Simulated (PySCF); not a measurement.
# Ionisation energy along the 13-electron series

Calculated with PySCF 2.14 and a two-component X2C-1e Hamiltonian (Gaussian nucleus, no Breit or QED terms), each ion in its own even-tempered basis scaled to its charge; GMP2 freezes 1s2 and drops the highest virtual spinors. Values in eV. NIST values: (m) measured, (s) semi-empirical, (t) theoretical.

```
  ion  configuration  GHF (spin-free)  GMP2 (spin-free)  GHF (screened spin-orbit)  GMP2 (screened spin-orbit)             NIST
Co¹⁴⁺   [Ne] 3s2 3p1           440.83            441.26                     442.81                      443.27  441.1 ± 1.4 (s)
Cu¹⁶⁺   [Ne] 3s2 3p1           552.66            553.08                     555.53                      555.98  552.8 ± 2.1 (s)
```

Q: Fill in the row of Ni¹⁵⁺.

A: configuration: [Ne] 3s2 3p1; GHF (spin-free): 495.20; GMP2 (spin-free): 495.63; GHF (screened spin-orbit): 497.59; GMP2 (screened spin-orbit): 498.05; NIST: 495.4 ± 1.7 (s).
